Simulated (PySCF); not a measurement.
**Spectroscopy problems**

Method: σ from GIAO-PBE0/pcSseg-1, geometry from GFN2-xTB, in PySCF (one computed conformer, relativity neglected, isolated molecule, one averaged value for each set of equivalent atoms).

Referencing at the same level of theory: $^{1}$H (σref 31.72), $^{13}$C (σref 186.93) against TMS. Where no couplings were computed, multiplicities follow the n + 1 count of equivalent neighbours, and m marks all less simple cases (inequivalent or close neighbours, rings, F or P nearby). Shifts are as computed. Against solution values, carbons near 30 ppm lie about +3 ppm off and those near 130 ppm about +5 ppm. Of 1309 compounds with measured shifts, 239 miss one by over three times the rms of a fit or turn the order of signals round; such compounds aren't used in these exercises. OH and NH positions are gas-phase values without hydrogen bonding to other molecules.

Question: C8H9NSi. $^{1}$H NMR (400 MHz, computed): δ 7.74 (d, 2H), 6.72 (d, 2H), 4.81 (s, 3H), 3.24 (br s, 1H), 2.66 (s, 1H). $^{13}$C{$^{1}$H} NMR (computed): δ 152.4 (C), 141.2 (CH), 118.1 (CH), 115.7 (C), 89.5 (C), 84.4 (CH). What is it?

Answer: SMILES C#Cc1ccc(N[SiH3])cc1. Rings plus π bonds: 6 (1 ring in the answer). 6 carbon signals for 8 carbons: some carbons are equivalent by symmetry or fast rotation. Carbon types of the structure: 3 × C, 5 × CH, leaving 4 H on heteroatoms. δC 152.4: aromatic carbon bearing nitrogen; an ipso carbon deshielded by its heteroatom. δC 141.2, 118.1: aromatic CH. δC 89.5: alkyne carbon; the triple bond shields along its axis, which puts it between sp3 and sp2 carbons. δC 84.4: terminal alkyne carbon; sp carbons lie upfield of alkene carbons because the cylindrical π system leaves one tensor component strongly shielded.

The data come from this structure; uniqueness wasn't tested.

Question: C8H9NSi. $^{1}$H NMR (300 MHz, computed): δ 5.77 (m, 1H), 5.67 (m, 1H), 5.53 (s, 1H), 4.64 (d, 2H), 2.21 (s, 3H), 2.12 (t, 1H). $^{13}$C{$^{1}$H} NMR (computed): δ 172.0 (C), 152.5 (C), 126.1 (CH2), 121.7 (C), 114.2 (CH), 107.6 (CH), 85.3 (C), 26.3 (CH3). What is it?

Answer: SMILES C#C[SiH2]/C(=C/C#N)C(=C)C. The formula gives 6 degrees of unsaturation (no ring in the answer). 8 carbon signals for 8 carbons: no two carbons are equivalent. Carbon types of the structure: 4 × C, 2 × CH, 1 × CH2, 1 × CH3, leaving 2 H on heteroatoms. δC 126.1: terminal =CH2 carbon; the olefinic region. δC 121.7: nitrile carbon; typical of a nitrile. δC 114.2: alkene CH; an sp2 carbon of a C=C bond. δC 85.3: alkyne carbon; sp carbons lie upfield of alkene carbons because the cylindrical π system leaves one tensor component strongly shielded.

The shifts were computed for this structure.
